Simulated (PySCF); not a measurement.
The vertical singlet excitations below were computed for one of the candidates. Method: TDDFT PBE0/def2-SVPD, vertical, gas phase, core orbitals frozen in the response in PySCF. Geometries: GFN2-xTB, one conformer each.

```tsv
state	E (eV)	f	main configurations (H = HOMO, L = LUMO)
S1	4.34	0.028	H→L (98%)
S2	5.04	0.0004	H→L+1 (97%)
S3	5.75	0.012	H→L+2 (77%), H→L+3 (10%)
S4	6.08	0.0079	H→L+3 (85%), H→L+2 (12%)
S5	6.60	0.079	H→L+4 (71%), H→L+5 (11%), H→L+2 (8%)
S6	6.79	0.0024	H→L+6 (60%), H→L+5 (14%)
```

Task: Which structure fits? All have the formula C5H4F2O.
A. `FC1=COC(F)=CC1`
B. `CO/C(F)=C1C=C\1F`
C. `C(=C(/C=C)C(=O)F)/F`

Result: B. Its S1, at 4.34 eV, is the lowest among the candidates; the nearest of the others has S1 at 4.85 eV. S1 is HOMO→LUMO (98%). Löwdin shares by element: HOMO carbon 64% or more, oxygen 13% (atoms not listed hold the other 24%); LUMO carbon 71% or more, fluorine 9% or more, hydrogen 9% or more. At the same level the other candidates give, for their lowest levels:
- `FC1=COC(F)=CC1`: 5.32 eV (f 0.018); 6.08 eV (f 0.004); 6.62 eV (f 0.000); 6.64 eV (f 0.006); 6.94 eV (f 0.012); T1 3.93 eV; HOMO -6.69, LUMO -0.19 eV
- `C=C/C(=C\F)C(=O)F`: 4.85 eV (f 0.173); 5.25 eV (f 0.000); 6.35 eV (f 0.356); 6.83 eV (f 0.001); 6.86 eV (f 0.182); T1 2.92 eV; HOMO -7.59, LUMO -2.26 eV

Conformer computed: `[CH3:1][O:2]/[C:3]([F:4])=[C:5]1[CH:6]=[C:7]\1[F:8]`: C1–O2–C3–F4 55°.
Triplets come from the Tamm–Dancoff approximation.
